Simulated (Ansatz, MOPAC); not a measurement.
Species: GaCl (charge 0, singlet). SMILES: [Cl][Ga]

Atoms: Ga1, Cl2. Bonds: Ga1-Cl2.

Bond lengths (Å) and angles (degrees) optimised at AM1 with MOPAC; PM7 with MOPAC; MNDO with MOPAC; HF/6-31G* with LANL2DZ past Ar with Ansatz (a first-principles code), each started from the B3LYP-D3(BJ)/def2-TZVP structure (Ansatz) of the last column. A row stands for all coordinates that are equal there. 6-31G* holds six Cartesian d functions.

```csv
coordinate,AM1,PM7,MNDO,HF/6-31G* with LANL2DZ past Ar,B3LYP-D3(BJ)/def2-TZVP
Ga1-Cl2,2.194,2.247,2.071,2.270,2.239
```

Mean signed difference of all 1 bond lengths from B3LYP-D3(BJ)/def2-TZVP: AM1 -0.045 Å, PM7 0.009 Å, MNDO -0.168 Å, HF/6-31G* with LANL2DZ past Ar 0.031 Å.
